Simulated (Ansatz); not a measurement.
CH₆BFGe (`B[CH2][GeH2][F]`) at its PBE0-D4/def2-TZVP geometry, where that method's forces vanish. Total charge 0; spin multiplicity 1.

```xyz
10

B     0.5759    1.1683   -0.9518
C     0.5406   -0.3076   -0.5374
Ge   -0.7244   -0.5063    0.9521
F    -0.6776   -2.2078    1.3333
H     1.3269    1.9342   -0.4187
H    -0.1939    1.5931   -1.7652
H     1.4724   -0.6944   -0.1163
H     0.1406   -0.9928   -1.2894
H    -2.1783   -0.2062    0.5635
H    -0.2822    0.2195    2.2298
```

(1) What forces (eV/Å) does r2SCAN-D4/def2-TZVPP give on these atoms in the Gaussian-basis code of Ansatz? (Estimate.)

Answers

(1) Ansatz gave: 
```
B1  -0.008  0.053 -0.005
C2   0.040  0.004 -0.047
Ge3 -0.055  0.063  0.046
F4   0.006 -0.018 -0.002
H5  -0.024 -0.026 -0.015
H6   0.022 -0.016  0.027
H7  -0.018 -0.010  0.012
H8  -0.007 -0.007  0.022
H9   0.053 -0.014  0.008
H10 -0.010 -0.028 -0.047
```
